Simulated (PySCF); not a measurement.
C3H7NSi. Atoms are numbered in the order given.

```xyz
12

C     -0.2326     2.1863     0.0000
C      0.0363     0.7258     0.0000
N      1.2217     0.2187     0.0000
C      1.0147    -1.2480     0.0000
Si    -0.8670    -0.9383     0.0000
H      0.7154     2.7441     0.0000
H     -0.8235     2.4733    -0.8846
H     -0.8235     2.4733     0.8846
H      1.4682    -1.7172     0.8881
H      1.4682    -1.7172    -0.8881
H     -1.6641    -1.3174     1.2100
H     -1.6641    -1.3174    -1.2100
```
Charge 0, spin multiplicity 1.

Geometry: PBE0-D3(BJ)/def2-SVP. The structure was generated by enumeration, and PubChem lists no compound with its InChIKey, so it may never have been made.

Method: PySCF with PBE/def2-TZVP.

Symmetry labels are those of the subgroup Cs that the program uses (full group Cs).

Computed valence orbital energies around the gap with their symmetry:
```json
[
 {"orbital": "HOMO−7", "symmetry": "A'", "energy (eV)": "-10.85"},
 {"orbital": "HOMO−6", "symmetry": "A\"", "energy (eV)": "-10.11"},
 {"orbital": "HOMO−5", "symmetry": "A'", "energy (eV)": "-10.05"},
 {"orbital": "HOMO−4", "symmetry": "A'", "energy (eV)": "-9.19"},
 {"orbital": "HOMO−3", "symmetry": "A\"", "energy (eV)": "-8.36"},
 {"orbital": "HOMO−2", "symmetry": "A'", "energy (eV)": "-7.25"},
 {"orbital": "HOMO−1", "symmetry": "A\"", "energy (eV)": "-7.12"},
 {"orbital": "HOMO", "symmetry": "A'", "energy (eV)": "-5.40"},
 {"orbital": "LUMO", "symmetry": "A\"", "energy (eV)": "-1.59"},
 {"orbital": "LUMO+1", "symmetry": "A'", "energy (eV)": "-0.92"},
 {"orbital": "LUMO+2", "symmetry": "A'", "energy (eV)": "0.32"},
 {"orbital": "LUMO+3", "symmetry": "A'", "energy (eV)": "0.83"}
]
```
